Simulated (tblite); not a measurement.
C6H16OP2.
Geometry (GFN2-xTB, Å), atoms numbered from 1 in this order:
```
atom  x, y, z in Å
C1    -1.345    1.318    1.180
C2    -1.054    0.002    0.466
C3    -1.741   -0.045   -0.892
C4    -1.493   -1.169    1.340
P5     0.807   -0.121    0.353
C6     1.216   -1.749   -0.387
O7     1.463    0.080    1.650
C8     1.331    1.100   -0.938
P9     3.114    1.600   -0.770
H10   -2.404    1.398    1.420
H11   -0.772    1.367    2.104
H12   -1.071    2.170    0.560
H13   -1.505   -0.965   -1.423
H14   -2.821   -0.002   -0.756
H15   -1.445    0.799   -1.512
H16   -2.534   -1.055    1.640
H17   -0.878   -1.206    2.238
H18   -1.394   -2.114    0.808
H19    2.281   -1.744   -0.616
H20    1.033   -2.512    0.366
H21    0.652   -1.963   -1.289
H22    1.162    0.694   -1.938
H23    0.735    2.012   -0.840
H24    3.609    0.309   -0.576
H25    3.044    1.819    0.601
```

Computed values, GFN2-xTB/tblite, gas phase, harmonic and unscaled. This tight-binding method is rough: wavenumbers can miss measured ones by several per cent, in bad cases by 10 to 20. Modes of hydrogen on phosphorus can be 10 to 20 % off. One conformer, not necessarily the lowest.

Harmonic wavenumbers (cm⁻¹): 45.0, 62.2, 111.3, 146.1, 147.9, 187.1, 190.8, 201.6, 207.3, 226.8, 249.2, 266.3, 276.2, 300.8, 345.6, 390.5, 397.3, 419.7, 594.8, 624.3, 661.6, 741.8, 753.2, 819.2, 836.2, 857.2, 860.0, 875.2, 960.6, 967.6, 970.3, 1021.3, 1027.4, 1061.3, 1131.1, 1148.2, 1208.1, 1229.7, 1245.4, 1259.0, 1308.8, 1396.2, 1401.3, 1405.0, 1421.4, 1428.9, 1437.9, 1484.6, 1485.0, 1488.4, 1500.2, 1503.4, 1504.3, 2267.0, 2355.9, 2934.6, 2953.3, 2995.8, 3005.9, 3008.5, 3011.8, 3014.0, 3016.0, 3017.2, 3020.3, 3026.0, 3027.8, 3032.3, 3042.0.

A = 1846, B = 742.0, C = 706.0 MHz; mass 166.068 u (most abundant isotopes); point group C1, symmetry number 1.

Task: What is the zero-point energy?

Result: Half the sum of the wavenumbers: 45260 cm⁻¹ = 541.43 kJ/mol.

Task: What is S at 500 K and 1 bar for an ideal gas of classical rigid rotors and harmonic oscillators?

Result: Translation 183.36, rotation 132.75, vibration 296.59: S = 612.7 J/(mol K).

Task: And Cp and H(500 K) − H(0)?

Result: Cp = 311.80 J/(mol K), of which vibrations give 278.54 (their classical limit is 69 R = 573.7); H(500 K) − H(0) = 92.30 kJ/mol without the zero-point energy, 75.68 from vibrations.

Task: What must be added to the electronic energy to get the Gibbs energy at 500 K and 1 bar?

Result: ZPE + [H(500 K) − H(0)] − T·S = 541.43 + 92.30 − 306.35 = 327.38 kJ/mol.

Task: How do the functions run with temperature in this model?

Result: 
| T (K) | S (J/(mol K)) | Cp (J/(mol K)) | H − H(0) (kJ/mol) | G − H(0) (kJ/mol) | ln q(vib) |
| --- | --- | --- | --- | --- | --- |
| 100 | 310.0 | 103.8 | 6.29 | -24.71 | 2.13 |
| 200 | 401.9 | 164.5 | 19.90 | -60.48 | 6.02 |
| 300 | 478.6 | 217.2 | 38.99 | -104.59 | 9.95 |
| 800 | 781.8 | 407.5 | 201.37 | -424.08 | 27.86 |
| 1000 | 877.6 | 450.6 | 287.39 | -590.22 | 34.20 |

q(vib) and H(0) count from the zero-point level.

Task: Blend soft modes into free rotors: weight 1/[1 + (100 cm⁻¹/ν̃)⁴] for the oscillator and the rest for a rotor with moment μB/(μ + B), μ = h/(8π²ν), B = 10⁻⁴⁴ kg m². What vibrational entropy results?

Result: 280.01 J/(mol K) in place of 296.59, which changes −T·S at 500 K by +8.29 kJ/mol.

Hindered rotation and anharmonicity are outside this model. Other conformers, if any are populated, would add a mixing term that is left out. The structure is chiral; the term R ln 2 for an equal mix with its mirror image is left out.

Time: 1.4 s wall. Hardware: one thread of an Arm Neoverse V1, shared host. The figure is for the frequency step alone.
